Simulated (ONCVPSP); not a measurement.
# neon (Ne): ONCV pseudisation with PBE, scalar-relativistic reference atom.

Ne (Z = 10), optimised norm-conserving Vanderbilt (ONCV), made with ONCVPSP 4.0.1 (PBE, scalar-relativistic). Core [He], reference 2s2 2p4 (charge +2). Waves: 2s: rc 0.65 bohr, ncon 5, nbas 8, qcut 10.1 1/bohr, 1 projector; 2p: rc 1.25 bohr, ncon 4, nbas 7, qcut 12.4 1/bohr, 2 projectors, debl 3.9 Ha. Local part: polynomial inside 0.50 bohr (lpopt 4, dvloc0 6 Ha). Core correction: polynomial model core, fcfact 0.15.

All-electron outer shells of the reference configuration (PBE, scalar-relativistic, ld1.x):

```json
{"shell": "1s", "level (eV)": "-881.47", "outermost node (bohr)": "–", "outermost maximum (bohr)": "0.10"}
{"shell": "2s", "level (eV)": "-78.13", "outermost node (bohr)": "0.22", "outermost maximum (bohr)": "0.66"}
{"shell": "2p", "level (eV)": "-54.82", "outermost node (bohr)": "–", "outermost maximum (bohr)": "0.58"}
```

Results:

| Property | Result |
| --- | --- |
| Cutoffs needed | 231 Ha and 340 Ha (the cutoffs (Ha) at which the residual kinetic energy of the hardest occupied pseudo-wave falls to 1 and 0.1 mHa per electron) |
| Ghost test | no bound ghost flagged; no localised positive-energy state flagged |
| Largest excitation error | +912 meV (all-electron minus pseudo) for 2s2 2p2, out of 4 test configurations |
| rms error of d²Exc/dni dnj | 2.97 mHa without and 2.84 mHa with the model core |

Generation and tests took about 1.9 s on one core of a shared server CPU.
